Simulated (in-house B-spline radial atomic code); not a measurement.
A fraction x of an electron is removed from 3p in Cr IV (Cr3+), starting from [Ar] 3d3 and keeping the highest spin. Method: non-relativistic BLYP, spin-polarised, spherical fractional occupations, point nucleus. Calculated with a B-spline radial code for spherical atoms.

```
   x  E(x) - E(0) (eV)  3p down level (eV)
   0            0.0000             -81.280
0.06            4.9103             -82.398
0.21           17.4810             -85.217
0.33           27.8437             -87.498
0.43           36.6892             -89.415
 0.5           42.9955             -90.766
0.59                 ?                   ?
 0.7           61.5373             -94.661
0.87           77.9140             -98.013
0.93                 ?                   ?
   1           90.8236            -100.600
```

(1) What belongs in the row x = 0.59?

(2) What belongs in the row x = 0.93?

(3) Check Janak's theorem between x = 0.06 and 0.21.

Answers

(1) An energy change of 51.2429 eV; 3p down at -92.512 eV.

(2) An energy change of 83.8305 eV; 3p down at -99.204 eV.

(3) The slope of the energy is 83.80 eV; the orbital levels give 83.81 eV (-ε of the emptying orbital, averaged over the two points).
